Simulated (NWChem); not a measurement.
System: GeHOF, singlet; SMILES [OH][Ge][F]

The following NWChem deck was run.

```
start job
memory heap 200 mb stack 900 mb global 1100 mb
geometry units angstroms
  Ge     0.375367     0.063321     0.000000
  F     -0.585038    -1.424456     0.000000
  O     -1.045780     1.178322     0.000000
  H     -0.762915     2.114132     0.000000
end
basis spherical
  Ge library 6-31g*
  F library 6-31g*
  O library 6-31g*
  H library 6-31g*
end
dft
  xc hfexch
  iterations 150
end
driver
  maxiter 120
end
task dft optimize
task dft freq
```

Parts of the log:

```
             Northwest Computational Chemistry Package (NWChem) 7.3.0
             --------------------------------------------------------

 CS  symmetry detected

                             Geometry "geometry" -> ""
                             -------------------------

 Output coordinates in angstroms (scale by  1.889725989 to convert to a.u.)

  No.       Tag          Charge          X              Y              Z
 ---- ---------------- ---------- -------------- -------------- --------------
    1 Ge                  32.0000     0.42577044    -0.00285542     0.00000000
    2 F                    9.0000    -0.70663277    -1.36429625     0.00000000
    3 O                    8.0000    -0.85092708     1.27500587     0.00000000
    4 H                    1.0000    -0.45754269     2.16999284     0.00000000

 Effective nuclear repulsion energy (a.u.)     188.3676094656

      Symmetry information
      --------------------

 Group name             Cs
 Group number              2
 Group order               2
 No. of unique centers     4

                                Z-matrix (autoz)
                                --------

 Units are Angstrom for bonds and degrees for angles

      Type          Name      I     J     K     L     M      Value
      ----------- --------  ----- ----- ----- ----- ----- ----------
    1 Stretch                  1     2                       1.77084
    2 Stretch                  1     3                       1.80635
    3 Stretch                  3     4                       0.97763
    4 Bend                     1     3     4               111.29860
    5 Bend                     2     1     3                95.27349
    6 Torsion                  2     1     3     4         180.00000

  xc_inp: hfexch multiplicative factor not found.

                           NWChem Geometry Optimization
                           ----------------------------

 maximum gradient threshold         (gmax) =   0.000450
 rms gradient threshold             (grms) =   0.000300
 maximum cartesian step threshold   (xmax) =   0.001800
 rms cartesian step threshold       (xrms) =   0.001200
 fixed trust radius                (trust) =   0.300000
 source of zmatrix                         =   autoz

          -------------------
          Energy Minimization
          -------------------

 Using diagonal initial Hessian
 Scaling for Hessian diagonals: bonds = 1.00  angles = 0.25  torsions = 0.10

          --------
          Step   0

                                 NWChem DFT Module
                                 -----------------

 Summary of "ao basis" -> "ao basis" (spherical)
 ------------------------------------------------------------------------------
       Tag                 Description            Shells   Functions and Types
 ---------------- ------------------------------  ------  ---------------------
 Ge                          6-31g*                 12       32   5s4p3d
 F                           6-31g*                  6       14   3s2p1d
 O                           6-31g*                  6       14   3s2p1d
 H                           6-31g*                  2        2   2s

      Symmetry analysis of basis
      --------------------------

        a'         44
        a"         18

            General Information
            -------------------
          SCF calculation type: DFT
          Wavefunction type:  closed shell.
          No. of atoms     :     4
          No. of electrons :    50
           Alpha electrons :    25
            Beta electrons :    25
          Charge           :     0
          Spin multiplicity:     1
          Use of symmetry is: on ; symmetry adaption is: on
          Maximum number of iterations: 150
          AO basis - number of functions:    62
                     number of shells:    26
          Convergence on energy requested:  1.00D-06
          Convergence on density requested:  1.00D-05
          Convergence on gradient requested:  5.00D-04

              XC Information
              --------------
                     Hartree-Fock (Exact) Exchange  1.000

      Superposition of Atomic Density Guess
      -------------------------------------

 Sum of atomic energies:       -2249.64635327

      Non-variational initial energy
      ------------------------------

 Total energy =   -2249.792497
 1-e energy   =   -3512.403805
 2-e energy   =    1074.243699
 HOMO         =      -0.320830
 LUMO         =      -0.032248

      Symmetry analysis of molecular orbitals - initial
      -------------------------------------------------

  Numbering of irreducible representations:

     1 a'          2 a"

  Orbital symmetries:

     1 a'          2 a'          3 a'          4 a'          5 a"
     6 a'          7 a'          8 a'          9 a'         10 a'
    11 a"         12 a'         13 a'         14 a'         15 a"
    16 a"         17 a'         18 a'         19 a'         20 a'
    21 a"         22 a'         23 a'         24 a"         25 a'
    26 a"         27 a'         28 a'         29 a'         30 a'
    31 a"         32 a'         33 a'         34 a"         35 a"

   convergence    iter        energy       DeltaE   RMS-Dens  Diis-err
 ---------------- ----- ----------------- --------- --------- ---------
 d= 0,ls=0.0,diis     1  -2249.9088646169 -2.44D+03  1.31D-02  8.57D-01
 d= 0,ls=0.0,diis     2  -2249.9640312494 -5.52D-02  4.61D-03  4.71D-01
 d= 0,ls=0.0,diis     3  -2250.0046040091 -4.06D-02  1.19D-03  2.78D-03
 d= 0,ls=0.0,diis     4  -2250.0052612700 -6.57D-04  4.12D-04  4.15D-04
 d= 0,ls=0.0,diis     5  -2250.0053432856 -8.20D-05  1.68D-04  6.59D-05
  Resetting Diis
 d= 0,ls=0.0,diis     6  -2250.0053576706 -1.44D-05  6.87D-05  5.15D-06
 d= 0,ls=0.0,diis     7  -2250.0053596609 -1.99D-06  1.12D-05  7.80D-07
 d= 0,ls=0.0,diis     8  -2250.0053597719 -1.11D-07  4.33D-06  2.72D-07

         Total DFT energy =    -2250.005359771919
      One electron energy =    -3513.664270035612
           Coulomb energy =     1171.480076739181
    Exchange-Corr. energy =      -96.188775941093
 Nuclear repulsion energy =      188.367609465606

 Numeric. integr. density =        0.000000000000

                  Occupations of the irreducible representations
                  ----------------------------------------------

                     irrep           alpha         beta
                     --------     --------     --------
                     a'               19.0         19.0
                     a"                6.0          6.0

                       DFT Final Molecular Orbital Analysis
                       ------------------------------------

 Vector   23  Occ=2.000000D+00  E=-5.725185D-01  Symmetry=a'
              MO Center= -6.2D-01,  7.6D-01,  8.8D-16, r^2= 1.9D+00
   Bfn.  Coefficient  Atom+Function         Bfn.  Coefficient  Atom+Function
  ----- ------------  ---------------      ----- ------------  ---------------
    49      0.478627  3 O  px                53      0.350947  3 O  px
    10     -0.262616  1 Ge s                 12      0.222795  1 Ge py
    52     -0.189245  3 O  s                 35     -0.181817  2 F  px
    36     -0.181538  2 F  py                40     -0.133591  2 F  py
    39     -0.132832  2 F  px                 6      0.123918  1 Ge s

 Vector   24  Occ=2.000000D+00  E=-5.053303D-01  Symmetry=a"
              MO Center= -7.8D-01,  1.2D+00,  1.5D-13, r^2= 9.4D-01
   Bfn.  Coefficient  Atom+Function         Bfn.  Coefficient  Atom+Function
  ----- ------------  ---------------      ----- ------------  ---------------
    51      0.595273  3 O  pz                55      0.483523  3 O  pz
    13      0.115732  1 Ge pz                37     -0.114718  2 F  pz
    41     -0.095696  2 F  pz                 9     -0.050753  1 Ge pz
    17      0.044388  1 Ge pz                29      0.044426  1 Ge d -1
    19     -0.034116  1 Ge d -1              59     -0.029344  3 O  d  1

 Vector   25  Occ=2.000000D+00  E=-3.973411D-01  Symmetry=a'
              MO Center=  5.4D-01,  1.3D-01, -1.1D-15, r^2= 2.5D+00
   Bfn.  Coefficient  Atom+Function         Bfn.  Coefficient  Atom+Function
  ----- ------------  ---------------      ----- ------------  ---------------
    10      0.548225  1 Ge s                 11     -0.403733  1 Ge px
    14     -0.316579  1 Ge s                 49      0.290393  3 O  px
    53      0.247834  3 O  px                 6     -0.235798  1 Ge s
    35      0.191993  2 F  px                39      0.166212  2 F  px
     7      0.160882  1 Ge px                50     -0.114576  3 O  py

[...]

      ----------------------
      Optimization converged
      ----------------------

  Step       Energy      Delta E   Gmax     Grms     Xrms     Xmax
  ---- ---------------- -------- -------- -------- -------- --------
@    5   -2250.00806869 -1.5D-07  0.00004  0.00002  0.00029  0.00062
                                     ok       ok       ok       ok

                                Z-matrix (autoz)
                                --------

 Units are Angstrom for bonds and degrees for angles

      Type          Name      I     J     K     L     M      Value     Gradient
      ----------- --------  ----- ----- ----- ----- ----- ---------- ----------
    1 Stretch                  1     2                       1.72587    0.00001
    2 Stretch                  1     3                       1.76653   -0.00004
    3 Stretch                  3     4                       0.94907    0.00002
    4 Bend                     1     3     4               115.04637   -0.00001
    5 Bend                     2     1     3                95.41111    0.00001
    6 Torsion                  2     1     3     4         180.00000    0.00000

                         Geometry "geometry" -> "geometry"
                         ---------------------------------

 Output coordinates in angstroms (scale by  1.889725989 to convert to a.u.)

  No.       Tag          Charge          X              Y              Z
 ---- ---------------- ---------- -------------- -------------- --------------
    1 Ge                  32.0000     0.41371058    -0.00737014     0.00000000
    2 F                    9.0000    -0.70520592    -1.32139205     0.00000000
    3 O                    8.0000    -0.81727332     1.25963621     0.00000000
    4 H                    1.0000    -0.48056342     2.14697301     0.00000000

 Effective nuclear repulsion energy (a.u.)     192.8302413660

      Symmetry information
      --------------------

 Group name             Cs
 Group number              2
 Group order               2
 No. of unique centers     4

                Final and change from initial internal coordinates
                --------------------------------------------------

                                Z-matrix (autoz)
                                --------

 Units are Angstrom for bonds and degrees for angles

      Type          Name      I     J     K     L     M      Value       Change
      ----------- --------  ----- ----- ----- ----- ----- ---------- ----------
    1 Stretch                  1     2                       1.72587   -0.04497
    2 Stretch                  1     3                       1.76653   -0.03982
    3 Stretch                  3     4                       0.94907   -0.02855
    4 Bend                     1     3     4               115.04637    3.74777
    5 Bend                     2     1     3                95.41111    0.13761
    6 Torsion                  2     1     3     4         180.00000    0.00000

 ==============================================================================
                                internuclear distances
 ------------------------------------------------------------------------------
       center one      |      center two      | atomic units |  angstroms
 ------------------------------------------------------------------------------
    2 F                |   1 Ge               |     3.26142  |     1.72587
    3 O                |   1 Ge               |     3.33826  |     1.76653
    4 H                |   3 O                |     1.79349  |     0.94907
 ------------------------------------------------------------------------------
                         number of included internuclear distances:          3
 ==============================================================================

[second-derivative integrals and response iterations left out]

  Vibrational analysis via the FX method

  See chapter 2 in "Molecular Vibrations" by Wilson, Decius and Cross

  Vib: Default input used

 ---------------------------- Atom information ----------------------------
     atom    #        X              Y              Z            mass
 --------------------------------------------------------------------------
    Ge       1  7.8179963D-01 -1.3927554D-02  0.0000000D+00  7.3921900D+01
    F        2 -1.3326460D+00 -2.4970689D+00  0.0000000D+00  1.8998400D+01
    O        3 -1.5444226D+00  2.3803673D+00  0.0000000D+00  1.5994910D+01
    H        4 -9.0813319D-01  4.0571907D+00  0.0000000D+00  1.0078250D+00
 --------------------------------------------------------------------------

[unprojected Hessian and modes left out]

[...]

 Rotational Constants
 --------------------
 A=   0.512445 cm-1  (  0.737277 K)
 B=   0.267160 cm-1  (  0.384374 K)
 C=   0.175608 cm-1  (  0.252655 K)

 Temperature                      =   298.15K
 frequency scaling parameter      =   1.0000

 Zero-Point correction to Energy  =   10.299 kcal/mol  (  0.016412 au)
 Thermal correction to Energy     =   12.670 kcal/mol  (  0.020191 au)
 Thermal correction to Enthalpy   =   13.262 kcal/mol  (  0.021135 au)

 Total Entropy                    =   66.637 cal/mol-K
   - Translational                =   39.982 cal/mol-K (mol. weight = 109.9230)
   - Rotational                   =   23.711 cal/mol-K (symmetry #  =        1)
   - Vibrational                  =    2.944 cal/mol-K

 Cv (constant volume heat capacity) =   11.027 cal/mol-K
   - Translational                  =    2.979 cal/mol-K
   - Rotational                     =    2.979 cal/mol-K
   - Vibrational                    =    5.068 cal/mol-K

[normal modes left out]

 ----------------------------------------------------------------------------
 Normal Eigenvalue ||           Projected Infra Red Intensities
  Mode   [cm**-1]  || [atomic units] [(debye/angs)**2] [(KM/mol)] [arbitrary]
 ------ ---------- || -------------- ----------------- ---------- -----------
    1       -0.000 ||    0.002435           0.056         2.374       0.414
    2       -0.000 ||    0.000326           0.008         0.318       0.056
    3       -0.000 ||    0.008608           0.199         8.392       1.465
    4        0.000 ||    0.002960           0.068         2.885       0.504
    5        0.000 ||    0.000106           0.002         0.103       0.018
    6        0.000 ||    0.002576           0.059         2.511       0.438
    7      286.448 ||    0.006400           0.148         6.239       1.089
    8      455.478 ||    0.123254           2.844       120.154      20.972
    9      729.853 ||    0.152607           3.521       148.769      25.966
   10      744.964 ||    0.075787           1.748        73.881      12.895
   11      896.998 ||    0.232104           5.355       226.267      39.493
   12     4093.628 ||    0.098095           2.263        95.628      16.691
 ----------------------------------------------------------------------------
```

Level: Hartree-Fock/6-31G* (spherical d). Low-valent species are run as closed-shell singlets; no triplet was tried in these runs.
